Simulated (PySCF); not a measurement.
**Beryllium: a sound run and one with changed settings**

Sound run: Be⁺ [He] 2s1, Be²⁺ 1s2. Computed with PySCF 2.14 in 6-31G* (3s2p1d, 14 functions), with the non-relativistic Hamiltonian (point nucleus). The sound run starts from symmetry-adapted Hartree-Fock orbitals and uses a fine grid where one is needed.

Changed run: radial step 0.5 in ln r (0.13 in the sound run). This setting is unsound on purpose.

```json
{"species": "Be⁺", "method": "UHF", "sound run (hartree)": "-14.27541", "changed run (hartree)": "-14.27541", "converged": "yes"}
{"species": "Be⁺", "method": "LDA", "sound run (hartree)": "-14.11168", "changed run (hartree)": "-14.11259", "converged": "yes"}
{"species": "Be⁺", "method": "PBE0", "sound run (hartree)": "-14.30449", "changed run (hartree)": "-14.30461", "converged": "yes"}
{"species": "Be²⁺", "method": "UHF", "sound run (hartree)": "-13.60974", "changed run (hartree)": "-13.60974", "converged": "yes"}
{"species": "Be²⁺", "method": "LDA", "sound run (hartree)": "-13.44225", "changed run (hartree)": "-13.44326", "converged": "yes"}
{"species": "Be²⁺", "method": "PBE0", "sound run (hartree)": "-13.62680", "changed run (hartree)": "-13.62732", "converged": "yes"}
```

Ionisation energy of Be⁺:

| method | sound run (eV) | changed run (eV) |
| --- | --- | --- |
| UHF | 18.114 | 18.114 |
| LDA | 18.216 | 18.213 |
| PBE0 | 18.441 | 18.430 |

A coarse radial grid mis-integrates the density and the exchange-correlation energy, with errors of either sign; Hartree-Fock needs no grid.

For comparison, NIST gives 18.211 eV between the lowest levels.
